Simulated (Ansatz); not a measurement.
Relaxation of CH$_{4}$Cl$_{2}$Mg (8 atoms, charge 0, multiplicity 1), to a largest force component of 0.03 eV/Å in at most 50 steps.

Computed with Ansatz, RKS PBE0-D4/def2-SVP.

```xyz
8
Properties=species:S:1:pos:R:3
Mg -0.457 -1.440 -0.464
C 0.605 -0.066 0.805
Cl -1.464 -2.993 -1.671
H -0.178 1.815 -0.402
Cl -0.938 2.124 -1.425
H 1.402 0.466 0.253
H -0.068 0.683 1.262
H 1.099 -0.589 1.643
```

Problem. Where does it end, and by what steps?

Solution. It converged. After 12 steps the energy has fallen by 0.215 eV; Cl5 moved furthest, 0.87 Å. Joined: Mg1–Cl5.

| step | energy less start (eV) | largest force component (eV/Å) | accepted |
| --- | --- | --- | --- |
| 0 | 0.0000 | 0.531 | yes |
| 1 | -0.0575 | 0.479 | yes |
| 2 | -0.1092 | 0.616 | yes |
| 3 | -0.1545 | 0.685 | yes |
| 4 | -0.1761 | 0.430 | yes |
| 5 | -0.1822 | 0.179 | yes |
| 6 | -0.2015 | 0.106 | yes |
| 7 | -0.1946 | 0.435 | no |
| 8 | -0.2117 | 0.075 | yes |
| 9 | -0.2136 | 0.172 | yes |
| 10 | -0.2147 | 0.095 | yes |
| 11 | -0.2149 | 0.041 | yes |
| 12 | -0.2153 | 0.021 | yes |

```xyz
8
Properties=species:S:1:pos:R:3
Mg -0.454 -1.014 -0.496
C 0.714 -0.085 0.969
Cl -1.524 -2.490 -1.770
H -0.439 1.962 -0.807
Cl -1.140 1.318 -1.683
H 1.550 0.490 0.530
H 0.125 0.620 1.584
H 1.169 -0.802 1.673
```

Whether the end is a true minimum wasn't checked by a vibrational analysis.

The run took 40 s on 2 threads of Intel(R) Xeon(R) Platinum 8259CL CPU @ 2.50GHz (Skylake/Cascade Lake), with other jobs on the host, peak memory 0.19 GiB.
